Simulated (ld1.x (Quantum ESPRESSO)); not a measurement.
V (Z = 23), PAW: configuration errors across variants

vanadium (V), PAW, made with ld1.x (Quantum ESPRESSO) 7.5 (PBE, scalar-relativistic). Core [Ar], reference 3d3.5 4s1.5 4p0. Waves: 4s (bound): rcut 2.15, rcutus 2.80 bohr; 4s channel at 0.05 Ry: rcut 2.15, rcutus 2.80 bohr; 4p (bound, empty): rcut 3.50, rcutus 4.50 bohr; 4p channel at 0.25 Ry: rcut 3.50, rcutus 4.50 bohr; 3d (bound): rcut 2.00, rcutus 2.30 bohr; 3d channel at 3.35 Ry: rcut 2.00, rcutus 2.30 bohr; 4f channel at -0.05 Ry: rcut 2.90, rcutus 4.05 bohr. Local part: all-electron potential smoothed inside 1.85 bohr (lloc = -1). Core correction: a·sin(br)/r model core, default radius (ld1.x builds one for every PAW set, though the input has nlcc=.false.). Augmentation charge: PSQ, inside the norm-conserving radii.

All-electron excitation energies from the reference (eV): (1) 3d3 4s2 4p0 -0.055; (2) 3d3 4s1 4p0 7.680; (3) 3d3 4s0 4p0 21.976; (4) 3d3 4s1.5 4p0 3.037; (5) 3d2 4s0 4p0 50.874.

The overlap operator is not positive definite (basis up to 400 Ry) in “base”, “waves 3d (bound): rcut 1.46, rcutus 1.54 bohr; 3d channel at 3.35 Ry: rcut 1.46, rcutus 1.54 bohr”, “waves 3d (bound): rcut 1.56, rcutus 1.66 bohr; 3d channel at 3.35 Ry: rcut 1.56, rcutus 1.66 bohr”, “waves 3d (bound): rcut 1.84, rcutus 1.96 bohr; 3d channel at 3.35 Ry: rcut 1.84, rcutus 1.96 bohr”, “waves 3d (bound): rcut 2.00, rcutus 2.20 bohr; 3d channel at 3.35 Ry: rcut 2.00, rcutus 2.20 bohr”, “waves 3d (bound): rcut 2.00, rcutus 2.54 bohr; 3d channel at 3.35 Ry: rcut 2.00, rcutus 2.54 bohr”, “waves 3d (bound): rcut 2.00, rcutus 2.78 bohr; 3d channel at 3.35 Ry: rcut 2.00, rcutus 2.78 bohr”, “waves 3d (bound): rcut 2.00, rcutus 3.22 bohr; 3d channel at 3.35 Ry: rcut 2.00, rcutus 3.22 bohr”, “waves 3d (bound): rcut 2.00, rcutus 3.48 bohr; 3d channel at 3.35 Ry: rcut 2.00, rcutus 3.48 bohr”. Such files are unfit for use, however small their errors in these radial tests.

Tests that are not counted but printed errors over 1 eV. “base”: 3d2 4s2 4p0 (solver errors, printed error -89.5 eV). “waves 3d (bound): rcut 1.46, rcutus 1.54 bohr; 3d channel at 3.35 Ry: rcut 1.46, rcutus 1.54 bohr”: 3d2 4s2 4p0 (solver errors, printed error -88.7 eV); 3d2 4s2 4p1 (solver errors, printed error -160 eV). “waves 3d (bound): rcut 1.56, rcutus 1.66 bohr; 3d channel at 3.35 Ry: rcut 1.56, rcutus 1.66 bohr”: 3d2 4s2 4p0 (solver errors, printed error -88.5 eV). “waves 3d (bound): rcut 1.84, rcutus 1.96 bohr; 3d channel at 3.35 Ry: rcut 1.84, rcutus 1.96 bohr”: 3d2 4s2 4p0 (solver errors, printed error -89.5 eV). “waves 3d (bound): rcut 2.00, rcutus 2.20 bohr; 3d channel at 3.35 Ry: rcut 2.00, rcutus 2.20 bohr”: 3d2 4s2 4p0 (solver errors, printed error -89.3 eV).

Errors AE − PS in meV (a dash: test not solved or not reliable):

```csv
change,(1),(2),(3),(4),(5),bound ghosts
base,-20,-20,+34,-21,-685,not determined (overlap not positive)
"waves 3d (bound): rcut 1.46, rcutus 1.54 bohr; 3d channel at 3.35 Ry: rcut 1.46, rcutus 1.54 bohr",-20,-19,+54,-20,-633,not determined (overlap not positive)
"waves 3d (bound): rcut 1.56, rcutus 1.66 bohr; 3d channel at 3.35 Ry: rcut 1.56, rcutus 1.66 bohr",-20,-19,+49,-20,-651,not determined (overlap not positive)
"waves 3d (bound): rcut 1.84, rcutus 1.96 bohr; 3d channel at 3.35 Ry: rcut 1.84, rcutus 1.96 bohr",-20,-23,+22,-22,-704,not determined (overlap not positive)
"waves 3d (bound): rcut 2.00, rcutus 2.20 bohr; 3d channel at 3.35 Ry: rcut 2.00, rcutus 2.20 bohr",-22,-20,+35,-21,-685,not determined (overlap not positive)
"waves 3d (bound): rcut 2.00, rcutus 2.54 bohr; 3d channel at 3.35 Ry: rcut 2.00, rcutus 2.54 bohr",-21,-23,+14,-22,-707,not determined (overlap not positive)
"waves 3d (bound): rcut 2.00, rcutus 2.78 bohr; 3d channel at 3.35 Ry: rcut 2.00, rcutus 2.78 bohr",-21,-28,-8.5,-23,-731,not determined (overlap not positive)
"waves 3d (bound): rcut 2.00, rcutus 3.22 bohr; 3d channel at 3.35 Ry: rcut 2.00, rcutus 3.22 bohr",–,–,–,–,–,not determined (overlap not positive)
"waves 3d (bound): rcut 2.00, rcutus 3.48 bohr; 3d channel at 3.35 Ry: rcut 2.00, rcutus 3.48 bohr",–,–,–,–,–,not determined (overlap not positive)
```

Question: Give the same row for: waves 3d (bound): rcut 2.00, rcutus 3.02 bohr; 3d channel at 3.35 Ry: rcut 2.00, rcutus 3.02 bohr.

Answer: –, –, –, –, –; bound ghosts: not determined (overlap not positive). Not counted: 3d3 4s2 4p0 (solver errors, printed error -151 eV); 3d3 4s1 4p0 (solver errors, printed error -155 eV). Its overlap operator is not positive definite in a basis up to 400 Ry (lowest eigenvalue f -36.75), so the file is unfit for use: the generalised eigenproblem breaks down once the basis is large enough, and its test numbers describe a broken file.
